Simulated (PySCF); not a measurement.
Bond length, frequency and bond energy of TeH⁺ by level of theory

State: ³Σ⁻ (triplet), unpaired electrons π ↑↑. Set-up: basis Te aug-cc-pVDZ-PP with ECP28, H aug-cc-pVDZ; scalar-relativistic core potentials; PySCF 2.14. De refers to Te⁺ + H in their high-spin ground configurations, without counterpoise correction. The functionals are run spin-unrestricted. A positive dipole points towards H; it is taken about the centre of mass and depends on that origin.

```csv
Level,Re (Å),ωe (cm⁻¹),De (eV),μ (D)
UHF,1.658,2236,1.69,0.83
UHF-MP2,1.664,2166,2.31,n/a
UHF-SCS-MP2,1.666,2161,2.39,n/a
UHF-CCSD,1.674,2095,2.47,n/a
UHF-CCSD(T),1.676,2081,2.50,n/a
PBE,1.696,2030,2.83,0.73
r²SCAN,1.680,2098,2.82,0.78
PBE0,1.678,2117,2.75,0.77
r²SCAN0,1.670,2151,2.76,0.80
M06-2X,1.673,2144,2.45,0.82
ωB97X,1.671,2169,2.97,0.76
B2PLYP,1.675,2118,2.71,0.76
```

The bond length runs from 1.658 Å (UHF) to 1.696 Å (PBE). De spans 1.69 eV (UHF, mean field) to 2.97 eV (ωB97X, range-separated hybrid). Correlation at CCSD(T) changes the Hartree–Fock bond energy by +0.81 eV; the triples alone change it by +0.03 eV.

Correlated steps freeze 4 core orbitals. Correlated levels converge slowly with the basis: in double zeta they bind strong bonds too weakly, by up to about 1 eV, and carry superposition errors of some tenths. These are scalar-relativistic numbers at best; spin–orbit coupling would shift them, the dissociation energy most. For an ion De counts to the pair picked by the measured ionisation energies or electron affinities, which need not be the lowest pair at this level. B2PLYP dipoles, levels and charges come from its SCF part alone. The state was picked by a PBE0 search and need not be the measured ground state.

The whole job (state search and all levels along the bond) took about 1.7 min on 1 thread of Arm Neoverse V1 (shared host), peak memory 0.46 GiB.
